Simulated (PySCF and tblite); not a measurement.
Values are calculated unless marked as measured or tabulated.
Stationary points of C₈H₁₀ at GFN2-xTB, in Å:

Structure A

```
 1 C    -2.290   -0.067   -0.222
 2 C    -0.976   -0.017    0.580
 3 C    -0.296    1.290    0.280
 4 C     0.946    1.588   -0.096
 5 C     2.079    0.722   -0.328
 6 C     2.116   -0.618   -0.304
 7 C     1.032   -1.536   -0.041
 8 C    -0.225   -1.294    0.326
 9 H    -2.074   -0.079   -1.288
10 H    -2.907    0.802   -0.004
11 H    -2.858   -0.961    0.026
12 H    -1.252   -0.005    1.649
13 H    -0.978    2.125    0.402
14 H     1.168    2.639   -0.242
15 H     3.001    1.244   -0.553
16 H     3.065   -1.097   -0.512
17 H     1.311   -2.578   -0.151
18 H    -0.861   -2.160    0.477
```

Structure B

```
 1 C    -2.372   -0.058    0.423
 2 C    -0.852   -0.017    0.350
 3 C    -0.334    1.152   -0.430
 4 C     0.956    1.509   -0.383
 5 C     1.994    0.736    0.236
 6 C     2.031   -0.615    0.259
 7 C     1.038   -1.465   -0.333
 8 C    -0.270   -1.183   -0.389
 9 H    -2.801   -0.087   -0.576
10 H    -2.750    0.824    0.936
11 H    -2.701   -0.940    0.968
12 H    -0.426    0.012    1.361
13 H    -1.043    1.712   -1.023
14 H     1.271    2.427   -0.864
15 H     2.863    1.283    0.578
16 H     2.930   -1.101    0.617
17 H     1.404   -2.380   -0.782
18 H    -0.946   -1.802   -0.961
```

Structure C

```
 1 C    -1.700   -0.053   -0.752
 2 C    -1.098   -0.019    0.657
 3 C    -0.257    1.201    0.897
 4 C     0.832    1.523    0.189
 5 C     1.493    0.704   -0.787
 6 C     1.529   -0.644   -0.768
 7 C     0.911   -1.469    0.232
 8 C    -0.194   -1.186    0.931
 9 H    -0.920   -0.045   -1.505
10 H    -2.339    0.814   -0.902
11 H    -2.297   -0.954   -0.877
12 H    -1.921   -0.030    1.377
13 H    -0.583    1.866    1.687
14 H     1.297    2.484    0.373
15 H     2.100    1.227   -1.515
16 H     2.164   -1.156   -1.481
17 H     1.426   -2.399    0.443
18 H    -0.486   -1.844    1.739
```

The path came from a restrained scan, a climbing-image band and a saddle search at GFN2-xTB; energies are PBE0/pcSseg-1 + D3(BJ)//GFN2-xTB, thermal terms GFN2-xTB.

Which structure is a saddle point, and along which motion?

A: one imaginary mode (75i cm⁻¹ at GFN2-xTB, mostly on C1, C3, C8), along the inversion of the 7-membered ring (2–3–4–5–6–7–8).

Give their symmetry and energies above the lowest.

A Cs, 7.4 kcal/mol; B Cs, 0.0 kcal/mol; C Cs, 1.2 kcal/mol.
